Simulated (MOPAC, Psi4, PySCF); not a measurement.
Intermolecular potential of CH3Cl ··· H6Si2 (SMILES CCl and [SiH3][SiH3]). Monomers: optimised at B3LYP-D3(BJ) (def2-TZVP), held rigid. Orientation: lowest of the rigid-body minima from ten starts at GFN2-xTB. R is the distance of the centres of mass, along which the second monomer moves.

Geometry at R = 3.93 Å (first 5 atoms: monomer A):
```
13

C     -0.1536    -0.0064    -0.0054
Cl     1.6381     0.0684     0.0574
H     -0.5073    -0.4920     0.8991
H     -0.4413    -0.5778    -0.8826
H     -0.5360     1.0078    -0.0684
Si     3.9456    -1.0725    -3.1468
Si     1.6659    -1.6008    -3.2873
H      4.2206    -0.3057    -1.9073
H      4.7607    -2.3116    -3.1283
H      4.3564    -0.2524    -4.3124
H      1.3889    -2.3575    -4.5326
H      0.8502    -0.3620    -3.2941
H      1.2578    -2.4307    -2.1277
```

Levels of theory: revPBE/def2-TZVP, counterpoise-corrected (Psi4); RMP2/3-21G = restricted MP2 (frozen core)/3-21G, no counterpoise correction run with PySCF; PBE-D3(BJ)/def2-TZVP, counterpoise-corrected (Psi4); PM6, restricted, heats of formation (MOPAC); RKS-BP86/6-31G* = PySCF with restricted BP86/6-31G*, spherical d, no counterpoise correction.

Interaction energies in kcal/mol (negative: bound); R is the distance of the centres of mass, d the H4···H12 distance.

```tsv
R / Å	d / Å	revPBE/def2-TZVP	RMP2/3-21G	PBE-D3(BJ)/def2-TZVP	PM6	RKS-BP86/6-31G*
3.33	2.22	6.97	2.25	0.73	1.48	5.08
3.57	2.42	3.61	-1.13	-1.43	-0.23	2.12
3.73	2.56	2.31	-1.99	-1.99	-0.70	1.16
3.93	2.74	1.29	-2.27	-2.19	-0.87	0.56
4.17	2.96	0.58	-2.06	-2.05	-0.76	0.27
4.30	3.08	0.34	-1.84	-1.90	-0.64	0.21
4.60	3.36	0.02	-1.32	-1.49	-0.35	0.14
4.91	3.66	-0.11	-0.87	-1.10	-0.14	0.11
5.41	4.13	-0.14	-0.42	-0.64	0.00	0.04
6.15	4.85	-0.08	-0.15	-0.28	0.03	-0.02
7.14	5.81	-0.03	-0.06	-0.10	0.03	-0.02
8.45	7.10	-0.01	-0.02	-0.04	0.01	-0.01
```

Lowest grid point: revPBE/def2-TZVP -0.14 kcal/mol at R = 5.41 Å; RMP2/3-21G -2.27 kcal/mol at R = 3.93 Å; PBE-D3(BJ)/def2-TZVP -2.19 kcal/mol at R = 3.93 Å; PM6 -0.87 kcal/mol at R = 3.93 Å; RKS-BP86/6-31G* -0.02 kcal/mol at R = 7.14 Å.
